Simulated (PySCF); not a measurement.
## Correlation energy of Sn²⁺ (tin, charge +2)

[Kr] 4d10 5s2, closed-shell 1S. Computed with PySCF 2.14 in aug-cc-pVDZ-PP with ECP28MDF, with a scalar-relativistic core potential. Frozen: 4s2 4p6 4d10; 2 electrons correlated.

Total MP2 correlation energy: -22.00 mhartree.

Same-spin part 0.00 and opposite-spin part -22.00 mhartree; SCS-MP2 scales them by 1/3 and 6/5 to -26.40 mhartree.

With two correlated electrons CCSD is exact within the correlated space (frozen core and kept virtual orbitals).

```json
{"level": "CCSD", "correlation energy (mhartree)": "-32.68"}
```

Diagnostics: T1 = 0.0027, D1 = 0.0038, largest double amplitude 0.102.

**Question.** Is a single reference adequate?

**Answer.** Mostly. T1 lies below 0.03, but a double amplitude of this size points to a near-degeneracy that CCSD handles and MP2 describes poorly.
